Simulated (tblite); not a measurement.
C4H7N2PSi.
Geometry (GFN2-xTB, Å), atoms numbered from 1 in this order:
```xyz
15
C4H7N2PSi angstrom
C     -2.9761   -0.6652   -0.5974
C     -1.8780    0.0042   -0.2228
C     -1.8797    1.4248   -0.1866
N     -1.8952    2.5691   -0.1703
C     -0.6348   -0.6688    0.1503
N      0.3768   -0.0227    0.5229
Si     2.0037   -0.3612    0.9099
P      3.0845    0.3189   -0.9417
H     -3.8847   -0.1559   -0.8707
H     -2.9825   -1.7420   -0.6367
H     -0.6721   -1.7630    0.0793
H      2.4180   -1.7515    1.1476
H      2.2199    0.4721    2.0893
H      2.5059    1.5730   -0.9746
H      4.1898    0.7760   -0.2484
```

Computed with GFN2-xTB (tblite): harmonic, unscaled wavenumbers at the GFN2-xTB geometry, gas phase. Errors from tens to a few hundred cm⁻¹ against measured bands are possible. Modes of hydrogen on phosphorus and silicon can be 10 to 20 % off. One conformer, not necessarily the lowest.

Harmonic wavenumbers (cm⁻¹): 31.4, 46.0, 80.6, 94.0, 128.0, 171.4, 219.7, 283.1, 298.3, 389.0, 456.3, 476.1, 551.6, 556.9, 601.9, 645.6, 689.0, 694.6, 714.7, 779.2, 798.0, 878.3, 886.5, 904.2, 957.6, 1142.7, 1272.1, 1311.2, 1391.6, 1621.0, 1699.2, 2181.4, 2275.5, 2318.7, 2386.0, 2403.4, 2843.6, 3102.5, 3137.3.

A = 2530, B = 658.8, C = 597.2 MHz; mass 142.012 u (most abundant isotopes); point group C1, symmetry number 1.

Question: Zero-point energy?

Answer: ½Σν̃ = 20709 cm⁻¹ = 247.74 kJ/mol.

Question: Give the ideal-gas entropy at 350 K and 1 bar in the rigid-rotor, harmonic-oscillator model (classical rotation).

Answer: Translation 174.00, rotation 128.18, vibration 168.75: S = 470.9 J/(mol K).

Question: And Cp and H(350 K) − H(0)?

Answer: Cp = 183.17 J/(mol K), of which vibrations give 149.91 (their classical limit is 39 R = 324.3); H(350 K) − H(0) = 40.47 kJ/mol without the zero-point energy, 28.83 from vibrations.

Question: Blend soft modes into free rotors: weight 1/[1 + (100 cm⁻¹/ν̃)⁴] for the oscillator and the rest for a rotor with moment μB/(μ + B), μ = h/(8π²ν), B = 10⁻⁴⁴ kg m². What vibrational entropy results?

Answer: 149.46 J/(mol K) in place of 168.75, which changes −T·S at 350 K by +6.75 kJ/mol.

Question: Which modes carry the vibrational entropy at 350 K?

Answer: 31.4 cm⁻¹: 25.34; 46.0 cm⁻¹: 22.17; 80.6 cm⁻¹: 17.54; 94.0 cm⁻¹: 16.27; 128.0 cm⁻¹: 13.75; 171.4 cm⁻¹: 11.40 J/(mol K); the other 33 give 62.28 together.

Question: What must be added to the electronic energy to get the Gibbs energy at 350 K and 1 bar?

Answer: ZPE + [H(350 K) − H(0)] − T·S = 247.74 + 40.47 − 164.83 = 123.38 kJ/mol.

Question: How do the functions run with temperature in this model?

Answer: 
```tsv
T (K)	S (J/(mol K))	Cp (J/(mol K))	H − H(0) (kJ/mol)	G − H(0) (kJ/mol)	ln q(vib)
50	260.1	63.7	2.36	-10.64	1.04
100	311.6	86.5	6.14	-25.02	2.76
298.15	442.9	166.3	31.40	-100.66	8.90
373.15	482.9	190.0	44.79	-135.40	11.04
500	543.0	221.1	70.96	-200.55	14.47
750	641.2	262.8	131.86	-349.06	20.58
1000	720.8	289.8	201.17	-519.63	25.95
```

q(vib) and H(0) count from the zero-point level.

Hindered rotation and anharmonicity are outside this model. Other conformers, if any are populated, would add a mixing term that is left out. The structure is chiral; the term R ln 2 for an equal mix with its mirror image is left out.
